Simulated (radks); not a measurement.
Values are calculated unless marked as measured or tabulated.
All-electron atom: Rh8+ in [Kr] 4d1. Level of theory: non-relativistic Kohn-Sham, LDA (Slater exchange, Perdew-Wang correlation), spin-unpolarised, spherical densities, point nucleus; relativity is left out, which matters for an element this heavy (a radial shooting solver on a logarithmic mesh with Libxc functionals).

Unscreened Slater integrals over Kohn-Sham orbitals (eV). Empty in this configuration: 5s.

integral     value
F0(4d,4d)   21.663
F2(4d,4d)   11.202
F4(4d,4d)   7.5204
F0(4d,4p)   22.872
F2(4d,4p)   11.826
G1(4d,4p)   15.025
G3(4d,4p)   9.3927
F0(4d,4s)   23.346
G2(4d,4s)   11.533
F0(4d,3d)   28.562
F2(4d,3d)   6.4731
F4(4d,3d)   2.9909
G0(4d,3d)   2.1626
G2(4d,3d)   2.5198
G4(4d,3d)   1.9214
F0(4d,5s)   15.031
G2(4d,5s)   2.1259
F0(4p,4p)   24.348
F2(4p,4p)   12.902
F0(4p,4s)   24.931
G1(4p,4s)   17.108
F0(4p,3d)   31.308
F2(4p,3d)   7.7349
G1(4p,3d)   2.5193
G3(4p,3d)   2.4596
F0(4p,5s)   15.381
G1(4p,5s)   1.4807
F0(4s,4s)   25.568
F0(4s,3d)   32.525
G2(4s,3d)   2.6874
F0(4s,5s)   15.515
G0(4s,5s)   1.0499
F0(3d,3d)   67.159
F2(3d,3d)   33.383
F4(3d,3d)   21.277
F0(3d,5s)   17.279
G2(3d,5s)  0.67194
F0(5s,5s)   12.691

Derived for the open shells (J is the average intra-shell exchange parameter used in DFT+U). 4d: Racah B = F2/49 - 5 F4/441 = 0.1433 eV, C = 35 F4/441 = 0.5969 eV, C/B = 4.16, F4/F2 = 0.671, J = (F2 + F4)/14 = 1.337 eV.
